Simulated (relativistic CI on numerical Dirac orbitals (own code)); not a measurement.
## One change at a time: Pd I

Base calculation: Dirac-Coulomb-Breit CI, separate exchange-only KLI orbitals for each configuration, a model potential for QED, valence Slater integrals scaled by 0.85, P86 correlation energy added to each configuration.

CI space (outside the closed core [Kr]): 4d¹⁰, 4d⁹5s, 4d⁸5s², 4d⁹5p, 4d⁹6s, 4d⁹6p, 4d⁹5d, 4d⁸5s5p, 4d⁹4f, 4d⁹6d, 4d⁹5f, 4d⁹5g, 4d⁹6f, 4d⁹6g, 4d⁸5s6s. Levels of other configurations are missing.

Variants: (1) valence Slater integrals scaled by 0.75; (2) Slater integrals left unscaled; (3) non-relativistic limit; (4) only the first 3 configurations. Shifts of the energy above 4d¹⁰ ¹S0, in cm⁻¹, for the lowest level and the first level of each name with at least 55 % of one term (blank where a level changes its place among those of its configuration and J or its character, or is not in the variant):

```tsv
Level	Base	Δ(1)	Δ(2)	Δ(3)	Δ(4)	Measured
4d¹⁰ ¹S0	0.0	0.0	0.0	0.0	0.0	0.0
4d⁹5s ³D3	4285.3	+44.3	-59.4	+6661.4	-39.1	6564.1
4d⁹5s ³D2	5593.5	-31.7	+36.5	+5353.1	-17.8	7755.0
4d⁹5s ³D1	7650.3	+16.2	-17.3	+3296.3	-41.1	10094.0
4d⁹5s ¹D2	9871.6	-269.4	+396.5	+4235.8	+66.3	11721.8
4d⁸5s² ³F4	24456.9	+762.7	-1140.4	+14962.9	+12.7	25101.2
4d⁸5s² ³F3	27422.8	+761.6	-1134.9	+11997.0	+12.0	28213.8
4d⁹5p ³P°2	27505.6	+377.8	-591.7	+4031.6		34069.0
4d⁸5s² ³F2	28966.9	+637.6	-999.4	+10453.0	+9.9	29711.1
4d⁹5p ³F°4	29198.7	+162.1	-272.4	+3721.1		35927.9
4d⁹5p ³F°3	29233.3	+165.5	-276.5	+3686.5		35451.4
4d⁹5p ³P°1	29411.3	+261.7	-444.2	+2125.9		36180.7
4d⁹5p ³D°3	30701.1	+26.0	-90.1			37393.8
4d⁹5p ³P°0	31088.4	+310.1	-487.7	+448.8		38088.2
```

Correlation outside the listed configurations is missing or only estimated: errors of thousands of cm⁻¹ between configurations and terms are usual at this charge. Rates and lifetimes follow the computed energies and can be off by large factors. The fine structure of a lone outer electron comes out too small, for d and f at times inverted, and misplaced configurations move strength between like terms. 19 of the 19 excited levels that our extract of the measured tables holds in this range could be paired (the sources list more); they are missed by 4756 cm⁻¹ on average and 7000 at most, and levels without a partner can miss by more.

Measured levels: NIST Handbook of Basic Atomic Spectroscopic Data (Sansonetti and Martin, J. Phys. Chem. Ref. Data 34, 1559 (2005)).

Ionisation energy from the two ground configurations alone: base 7.356 eV; Slater integrals left unscaled 7.354 eV. The NIST ASD value (measured) is 8.33684 eV. The gap of more than 2 % comes from missing correlation.

LS names give the leading component of a level, which can be under half, so a name can repeat, a term be missing and a line seem to break the LS rules.
